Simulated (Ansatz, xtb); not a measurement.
# Two isomers of C5H7GeNO

Structure I is `C=Cc1nco[c]1[GeH3]`, a singlet and structure II is `C=Cc1n[c]([GeH3])co1`, a singlet. Both are isolated molecules in the gas phase, relaxed with B3LYP/def2-SVP; each stands in its lowest conformer found.

Quicker runs give these differences E(II) − E(I): GFN2-xTB +0.027 eV; HF/STO-3G −0.023 eV (at GFN2-xTB geometries); r2SCAN-D4/def2-SVP −0.034 eV (at GFN2-xTB geometries).

Problem. Estimate which is lower in electronic energy at CCSD(T)/def2-SVP + ΔMP2/def2-TZVPP, and by roughly how much.

Solution. CCSD(T)/def2-SVP + ΔMP2/def2-TZVPP gives E(II) − E(I) = −0.035 eV, slightly favouring structure II, which is too small a margin to settle the true order.

The same difference at several levels:

```json
{"level": "GFN2-xTB", "geometry": "GFN2-xTB", "E(II) − E(I) (eV)": "+0.027", "departure from the last row (eV)": "+0.062", "job, with rough time for the two": "optimisation, 0.22 s"}
{"level": "HF/STO-3G", "geometry": "GFN2-xTB", "E(II) − E(I) (eV)": "−0.023", "departure from the last row (eV)": "+0.012", "job, with rough time for the two": "single point, 1.2 s"}
{"level": "r2SCAN-D4/def2-SVP", "geometry": "GFN2-xTB", "E(II) − E(I) (eV)": "−0.034", "departure from the last row (eV)": "+0.001", "job, with rough time for the two": "single point, 12 s"}
{"level": "B3LYP/def2-SVP", "geometry": "B3LYP/def2-SVP", "E(II) − E(I) (eV)": "−0.075", "departure from the last row (eV)": "−0.040", "job, with rough time for the two": "optimisation, 2.8 min"}
{"level": "HF/def2-SVP", "geometry": "B3LYP/def2-SVP", "E(II) − E(I) (eV)": "−0.090", "departure from the last row (eV)": "−0.055", "job, with rough time for the two": "part of the CCSD(T) run"}
{"level": "MP2/def2-SVP", "geometry": "B3LYP/def2-SVP", "E(II) − E(I) (eV)": "−0.037", "departure from the last row (eV)": "−0.002", "job, with rough time for the two": "part of the CCSD(T) run"}
{"level": "CCSD(T)/def2-SVP", "geometry": "B3LYP/def2-SVP", "E(II) − E(I) (eV)": "−0.037", "departure from the last row (eV)": "−0.002", "job, with rough time for the two": "single point"}
{"level": "CCSD(T)/def2-SVP + ΔMP2/def2-TZVPP", "geometry": "B3LYP/def2-SVP", "E(II) − E(I) (eV)": "−0.035", "departure from the last row (eV)": "", "job, with rough time for the two": "single point, 8.5 min"}
```

As drawn, both hold the same kinds of bond in the same numbers.

The largest departure from CCSD(T)/def2-SVP + ΔMP2/def2-TZVPP is that of GFN2-xTB, 0.062 eV. The last row adds to CCSD(T) the change of the MP2 difference between the two basis sets, here +0.002 eV.

With thermal terms from frequencies at re-optimised GFN2-xTB minima (ideal gas, soft modes damped towards free rotors, one conformer each, 298.15 K, 1 atm): the zero-point term adds −0.001 eV; ΔH is −0.037 and ΔG −0.031 eV.

The correlated steps freeze 16 core orbitals; the filled d shell of Ge is correlated, in a basis made for valence electrons. Codes used: Ansatz 0.2.0, xtb 6.7.1; the last row on 2 threads of Arm Neoverse V1 on a shared host.
